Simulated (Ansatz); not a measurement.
Reaction (cleavage of the Si–Si bond): `F[SiH](F)[SiH](Cl)Cl` + `O[SiH2]S` → `O[SiH2]S[SiH](Cl)Cl` + `F[SiH2]F`

Isolated molecules relaxed with PBE0-D4/def2-TZVP in Ansatz; ΔE leaves out vibrations. CCSD(T)/CBS is the MP2 limit (def2-TZVPP, def2-QZVPP) plus CCSD(T) − MP2 in def2-TZVPP, frozen cores. This one scheme is used for every species. Each species was taken in one conformer, which may not be the lowest.

`F[SiH](F)[SiH](Cl)Cl`:

Cartesian coordinates in Å:
```
F 0.955 0.399 -2.059
Si -0.142 -0.309 -1.153
F 0.032 -1.879 -1.334
Si 0.239 0.251 1.093
Cl -1.189 -0.700 2.211
Cl 0.018 2.279 1.264
H -1.481 0.075 -1.650
H 1.568 -0.117 1.628
```

`O[SiH2]S`:

Cartesian coordinates in Å:
```
O -0.581 1.350 0.316
Si -0.380 -0.133 -0.360
S 1.153 -1.289 0.569
H -0.692 1.386 1.268
H -1.580 -0.995 -0.216
H -0.069 0.145 -1.778
H 2.149 -0.463 0.203
```

`O[SiH2]S[SiH](Cl)Cl`:

```xyz
10

O     1.882   -0.076   -1.368
Si    0.694    0.967   -0.961
S    -1.262    0.060   -0.978
Si   -1.226   -0.612    1.014
Cl    0.453   -1.747    1.386
Cl   -2.875   -1.763    1.323
H     1.989   -0.852   -0.812
H     0.889    1.535    0.398
H     0.670    2.009   -2.005
H    -1.212    0.478    2.004
```

`F[SiH2]F`:

```xyz
5

F    -1.362    0.293   -0.690
Si    0.045   -0.016   -0.026
F    -0.083    0.240    1.534
H     0.362   -1.440   -0.242
H     1.038    0.924   -0.575
```

```json
{"species": "`F[SiH](F)[SiH](Cl)Cl`", "CCSD(T)/CBS(def2) energy (Eh)": "-1698.73569"}
{"species": "`O[SiH2]S`", "CCSD(T)/CBS(def2) energy (Eh)": "-764.50758"}
{"species": "`O[SiH2]S[SiH](Cl)Cl`", "CCSD(T)/CBS(def2) energy (Eh)": "-1973.28459"}
{"species": "`F[SiH2]F`", "CCSD(T)/CBS(def2) energy (Eh)": "-489.99391"}
```

**Question.** Work out ΔE.

**Answer.** ΔE = (-1973.28459) + (-489.99391) − (-1698.73569) − (-764.50758) = -0.03523 Eh = -0.96 eV.

Largest T1 diagnostic among the species: 0.012.

From PBE to PBE0 (25 % exact exchange), in def2-TZVPP and without D4, ΔE moves by −0.06 eV. In def2-TZVPP, CCSD(T) changes the Hartree–Fock value by −0.08 eV (the triples alone add −0.03 eV) and MP2 by −0.22 eV. The D4 term adds −0.10 eV with B3LYP and −0.05 eV with PBE0; it sums over pairs of atoms, weighted by their polarisabilities, and B3LYP, whose exchange is more repulsive, gets the larger term.

B3LYP here is the variant with VWN-RPA as its local correlation; programs differ in this.
